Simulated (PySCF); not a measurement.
**Electronic structure of Co⁺ (cobalt, charge +1) at the UHF level**

Configuration: [Ar] 3d8, high-spin 3F determinant. Calculation: PySCF 2.14, in jorge-DZP-DKH (8s6p2d1f, 43 functions); scalar relativity by spin-free X2C-1e.

```json
{
 "Total energy": "-1391.370729 hartree",
 "One-electron energy": "-1925.0133 hartree",
 "Hartree (Coulomb) energy": "592.3309 hartree",
 "Exchange energy": "-58.6883 hartree",
 "⟨S²⟩": "2.0026",
 "⟨L²⟩": "12.018",
 "Sum of ⟨r⟩": "17.15 bohr",
 "Sum of ⟨r²⟩": "18.92 bohr²",
 "Langevin diamagnetic susceptibility": "-15.0 ×10⁻⁶ cm³/mol",
 "Time after the integrals": "0.13 s of wall time on 1 thread of Neoverse-V2 (shared host)"
}
```

```json
{"shell": "1s β", "electrons": "1", "mean orbital energy (eV)": "-7777.3", "spread (eV)": "0", "rms radius, mean of both spins (bohr)": "0.0649"}
{"shell": "1s α", "electrons": "1", "mean orbital energy (eV)": "-7777.3", "spread (eV)": "0", "rms radius, mean of both spins (bohr)": "0.0649"}
{"shell": "2s α", "electrons": "1", "mean orbital energy (eV)": "-966.47", "spread (eV)": "0", "rms radius, mean of both spins (bohr)": "0.276"}
{"shell": "2s β", "electrons": "1", "mean orbital energy (eV)": "-964.80", "spread (eV)": "0", "rms radius, mean of both spins (bohr)": "0.276"}
{"shell": "2p α", "electrons": "3", "mean orbital energy (eV)": "-824.42", "spread (eV)": "0", "rms radius, mean of both spins (bohr)": "0.249"}
{"shell": "2p β", "electrons": "3", "mean orbital energy (eV)": "-822.78", "spread (eV)": "0", "rms radius, mean of both spins (bohr)": "0.249"}
{"shell": "3s α", "electrons": "1", "mean orbital energy (eV)": "-129.46", "spread (eV)": "0", "rms radius, mean of both spins (bohr)": "0.839"}
{"shell": "3s β", "electrons": "1", "mean orbital energy (eV)": "-124.59", "spread (eV)": "0", "rms radius, mean of both spins (bohr)": "0.839"}
{"shell": "3p α", "electrons": "3", "mean orbital energy (eV)": "-86.968", "spread (eV)": "0", "rms radius, mean of both spins (bohr)": "0.913"}
{"shell": "3p β", "electrons": "3", "mean orbital energy (eV)": "-81.099", "spread (eV)": "0", "rms radius, mean of both spins (bohr)": "0.913"}
{"shell": "3d α", "electrons": "5", "mean orbital energy (eV)": "-20.159", "spread (eV)": "1.293", "rms radius, mean of both spins (bohr)": "1.22"}
{"shell": "3d β", "electrons": "3", "mean orbital energy (eV)": "-17.825", "spread (eV)": "0", "rms radius, mean of both spins (bohr)": "1.22"}
```

Densities and radii are taken from the X2C orbitals without a picture-change correction, which distorts them close to the nucleus.
